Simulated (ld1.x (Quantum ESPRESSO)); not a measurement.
## Before and after: TM potential for boron (B)

* Element: boron
* Generator: ld1.x (Quantum ESPRESSO) 7.5
* Type: norm-conserving Troullier–Martins (Kleinman–Bylander form)
* Functional: LDA (PZ)
* Relativity: non-relativistic
* Frozen core: [He]
* Valence charge: 3
* Reference configuration: 2s1.5 2p0 (charge +1.5)
* Partial waves: 2s (bound): rc 1.40 bohr; 2p (bound, empty): rc 2.65 bohr
* Local potential: all-electron potential smoothed inside 2.05 bohr (lloc = -1)
* Core correction: a·sin(br)/r model core, default radius (core density twice the valence density)

Change: local potential the s channel.

Cutoffs: the cutoffs (Ry, on a coarse ladder) from which the occupation-weighted sum of valence levels, in a spherical-Bessel basis at the reference potential, stays within 10 and 1 mRy of its value at 400 Ry; they do not see the model core or the augmentation charge, which bear on the density cutoff. Errors are all-electron minus pseudo energies relative to the spin-unpolarised reference configuration.

What does the change do?

The potential gets neither clearly harder nor softer (21 Ry and 55 Ry → 21 Ry and 55 Ry); of the 9 tests that both files solve, the error grows in 1 and shrinks in 0 by more than 15 % and 0.3 meV (median size 88.3 → 92.8 meV); the range in which the s phases agree narrows (upper end at the end of the scan → 0.4); neither file shows a bound ghost.

| quantity | base | changed |
| --- | --- | --- |
| cutoff, loose | 21 Ry | 21 Ry |
| cutoff, tight | 55 Ry | 55 Ry |
| bound ghosts | none | none |
| error for 2s2 2p1, meV [ΔE -19.48 eV] | +88 | +93 |
| error for 2s2 2p0, meV [ΔE -11.16 eV] | +3.9 | +4.6 |
| error for 2s1 2p0, meV [ΔE 14.14 eV] | +5.9 | +6.4 |
| error for 2s2 2p0.5, meV [ΔE -16.54 eV] | +47 | +50 |
| error for 2s0 2p3, meV [ΔE -8.10 eV] | +235 | +238 |
| error for 2s1 2p2, meV [ΔE -13.80 eV] | +160 | +163 |
| error for 2s2 2p1.3, meV [ΔE -20.26 eV] | +102 | +108 |
| error for 2s1.5 2p0 (spin-polarised), meV [ΔE -0.13 eV] | +0.9 | +0.9 |
| error for 2s2 2p1 (spin-polarised), meV [ΔE -19.72 eV] | +102 | +106 |
| s: phases at 2.88 bohr within 0.05 rad from the reference energy up to (Ry; the scan ends near 5) | to the end of the scan | 0.4 |
| p: phases at 2.88 bohr within 0.05 rad from the reference energy up to (Ry; the scan ends near 5) | 0.0 | 0.0 |
